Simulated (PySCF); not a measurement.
PySCF 2.14 output of a UHF calculation on a single atom or ion in cc-pVDZ-PP with ECP28MDF (4s4p3d1f, 38 functions), with a scalar-relativistic core potential:

```
SCF conv_tol = 1e-09
number electrons alpha = 10  beta = 6
cycle= 1 E= -93.8120106500771  delta_E= -0.00557  |g|= 0.0239  |ddm|= 0.0479
cycle= 2 E= -93.812185941521  delta_E= -0.000175  |g|= 0.00496  |ddm|= 0.00933
cycle= 3 E= -93.8121991689176  delta_E= -1.32e-05  |g|= 0.00129  |ddm|= 0.00574
cycle= 4 E= -93.8122007060341  delta_E= -1.54e-06  |g|= 0.000655  |ddm|= 0.00187
cycle= 5 E= -93.8122014422021  delta_E= -7.36e-07  |g|= 7.54e-05  |ddm|= 0.00178
cycle= 6 E= -93.8122014473849  delta_E= -5.18e-09  |g|= 1e-05  |ddm|= 0.000221
cycle= 7 E= -93.8122014475374  delta_E= -1.52e-10  |g|= 9.95e-07  |ddm|= 3.17e-05
converged SCF energy = -93.8122014475374  <S^2> = 6.0032987  2S+1 = 5.0013193
```

The run itself started from symmetry-adapted Hartree-Fock orbitals and held the occupation by maximum overlap, so the iterations belong to that start.

Which element, charge and spin multiplicity is this?

Ru (ruthenium, neutral), multiplicity 5; the state was [Kr] 4d7 5s1, high-spin 5F determinant.

Energies and moments cover only the electrons outside the core potential.
